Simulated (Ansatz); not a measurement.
Level of theory: PBE-D3(BJ)/def2-SVP (Ansatz, a program for electronic structure). No frequencies were computed at this level.

Ansatz 0.2 input:
```yaml
crystal:
  periodic: [false, false, false]
  atoms:
    - { symbol: Cd, position_ang: [0.001021, -0.000326, -0.004183] }
    - { symbol: Cl, position_ang: [-0.540307, 0.170771, 2.215553] }
    - { symbol: Br, position_ang: [0.580537, -0.18348, -2.380526] }
basis:
  gaussian: { orbitals: def2-svp }
hamiltonian:
  xc: pbe
  dispersion: d3bj
relax:
  max_steps: 150
```

Output:

```
Functional definition: PBE
848 factors; their error is unknown
mean field evaluation 1: about -87105.4878 eV, gradient 2.9e1 eV
mean field evaluation 2: about -87097.2250 eV, gradient 6.1e1 eV
mean field evaluation 4: about -87107.8284 eV, gradient 2.7e0 eV
mean field evaluation 8: about -87107.7857 eV, gradient 6.1e-2 eV
mean field evaluation 16: about -87107.7857 eV, gradient 3.0e-5 eV
mean field -87107.78570127 eV, -3201.1520807440 hartree, gradient 3.0e-5 eV, S^2 0.000000; 0 other end points of the search recorded, 0 dependent functions left out
reference -87107.78573634 eV, -3201.1520820328 hartree; 36, 36 occupied and 45, 45 virtual orbitals, 848 factors
relax step   1: F+E_penalty+E_count = -87107.85974426 eV  Δ(F+E_penalty+E_count) = +0.000e0 eV  max|allowed force component| = 4.272e-1 eV/Å  Δτ_max = 0.0000 Å  (26 SCF iters, accepted)
these checks for a lower state are left out or cut short: starts, cluster_reference, orbital_swaps, neighbouring_geometries, increment
848 factors; their error is unknown
mean field -87107.79100380 eV, -3201.1522756084 hartree, gradient 1.9e-5 eV, S^2 0.000000; 0 other end points of the search recorded, 0 dependent functions left out
reference -87107.79103885 eV, -3201.1522768964 hartree; 36, 36 occupied and 45, 45 virtual orbitals, 848 factors
relax step   2: F+E_penalty+E_count = -87107.86561246 eV  Δ(F+E_penalty+E_count) = -5.868e-3 eV  max|allowed force component| = 2.477e-1 eV/Å  Δτ_max = 0.0377 Å  (27 SCF iters, accepted)
these checks for a lower state are left out or cut short: starts, cluster_reference, orbital_swaps, neighbouring_geometries, increment
848 factors; their error is unknown
mean field evaluation 32: about -87107.7935 eV, gradient 1.5e-5 eV
mean field -87107.79351453 eV, -3201.1523678759 hartree, gradient 1.5e-5 eV, S^2 0.000000; 0 other end points of the search recorded, 0 dependent functions left out
reference -87107.79354959 eV, -3201.1523691642 hartree; 36, 36 occupied and 45, 45 virtual orbitals, 848 factors
relax step   3: F+E_penalty+E_count = -87107.86793869 eV  Δ(F+E_penalty+E_count) = -2.326e-3 eV  max|allowed force component| = 8.267e-3 eV/Å  Δτ_max = 0.0123 Å  (27 SCF iters, accepted)
848 factors; their error is unknown
mean field -87107.79351453 eV, -3201.1523678759 hartree, gradient 1.5e-5 eV, S^2 0.000000; 1 other end points of the search recorded, 0 dependent functions left out
reference -87107.79354959 eV, -3201.1523691642 hartree; 36, 36 occupied and 45, 45 virtual orbitals, 848 factors
Total energy: -87107.86797374 eV, -3201.1551042015 hartree
Atom 0 at     0.004129    -0.001305    -0.016932 Å, force    -0.002017     0.000640     0.008267 eV/Å
Atom 1 at    -0.537408     0.169853     2.203666 Å, force     0.000058    -0.000019    -0.000237 eV/Å
Atom 2 at     0.574530    -0.181583    -2.355891 Å, force     0.001959    -0.000620    -0.008030 eV/Å
Dipole moment:     0.011580    -0.003661    -0.047483 e Å
```

Cost: very roughly 7 core-seconds.
